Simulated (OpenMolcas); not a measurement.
Ce3+ with 6 ligands (iodide) in tetragonal octahedral coordination (D4h). The axial distance is 1.02 times the equatorial one, R.

```json
{
 "Program": "OpenMolcas",
 "Method": "SS-CASPT2, IPEA 0.25 Eh, imaginary shift 0.1 Eh (closed shells correlated: 5s 5p and the ligand valence shells)",
 "Basis": "ANO-RCC-VDZP [7s6p4d2f1g]",
 "Scalar Hamiltonian": "DKH2, point nucleus",
 "Active space": "1 electron in 7 orbitals (4f)",
 "State averaging": "2S+1 = 2 odd, 7 roots",
 "Spin-orbit coupling": "RASSI with atomic mean-field integrals over the reference wave functions"
}
```

All ligands move together. At R = 2.95 Å the width of the lowest J multiplet is 343 cm-1, and at R = 3.24 Å it is 219 cm-1.

**Question.** A third run gives 259 cm-1. What distance was it run at?

**Answer.** With a power law R^-n the two known points give n = -ln(219 / 343) / ln(3.24 / 2.95) = 4.78. Then R = 2.95 × (343 / 259)^(1/4.78) = 3.129 Å. The run was at 3.14 Å, so the estimate is off by -0.011 Å.

Over all roots computed the reference weight is 0.72 in R = 2.95, 0.72 in R = 3.14, 0.72 in R = 3.24; a low but even weight reflects the number of correlated electrons. Splittings of an f shell from a small cluster at a set distance can be off by tens of per cent, mostly too small. No measured value stands beside these numbers; the geometry was imposed, not optimised, and the real ion may take another.
